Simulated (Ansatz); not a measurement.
`C[SiH2][O][ZnH]` + `[NH2][Sn][OH]` → `C[O][Sn][NH2]` + `[SiH3][O][ZnH]`  (substitution at a C–Si bond)

Program: Ansatz. Geometries: PBE0-D4/def2-TZVP. ΔE: electronic, gas phase. CCSD(T)/CBS adds triple-zeta CCSD(T) − MP2 to the extrapolated MP2 energy (def2 sets, frozen cores). DFT in def2-TZVPP. HSE06 is defined as in plane-wave codes. Elements past krypton have def2 core potentials. For Sn, Zn outer-core shells are correlated without core-valence functions, which leaves a few kJ/mol of doubt a bond. Scalar relativity is left out up to krypton. Each species was taken in one conformer, which may not be the lowest.

Question: Is it downhill or uphill in electronic energy at CCSD(T)/CBS, and by how much? (Estimate.)

Answer: Computed: Uphill: ΔE = +103.2 kJ/mol.

Question: What do these levels give: revPBE-D4, HSE06-D4, r2SCAN0, HSE06, BHLYP, MP2/def2-QZVPP? (Best estimate.)

Answer: Ansatz gave: revPBE-D4 97.4, HSE06-D4 101.9, r2SCAN0 104.6, HSE06 102.8, BHLYP 96.8, MP2/def2-QZVPP 107.9 kJ/mol.

Largest T1 diagnostic among the species: 0.017.

In def2-TZVPP, CCSD(T) changes the Hartree–Fock value by +8.7 kJ/mol (the triples alone add −0.1 kJ/mol) and MP2 by +15.0 kJ/mol. Leaving LDA and LC-ωPBE aside and taking each functional with its dispersion term where it has one, the values, not all of them listed here, spread over 12.4 kJ/mol, from BLYP-D4 to PBE-QIDH. At CCSD(T), def2-SVP lies −26.6 kJ/mol from the extrapolated value and def2-TZVPP −3.9 kJ/mol.
